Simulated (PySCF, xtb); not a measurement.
FS, SMILES [S]F (connectivity only; charge and spin as stated), charge -1, multiplicity 1.

GFN2-xTB run with xtb 6.7.1 at its own geometry gives an orbital gap of 2.33 eV.

Geometry: PBE-D3(BJ)/def2-TZVPD. The multiplicity is an assumed one; other spin states were not compared.

### Question
What does PBE/def2-TZVPD (PySCF) give? (An estimate is asked for; the answer gives what the named calculation found.)

### Answer
gap 2.14 eV (levels 1.01 and 3.16 eV).
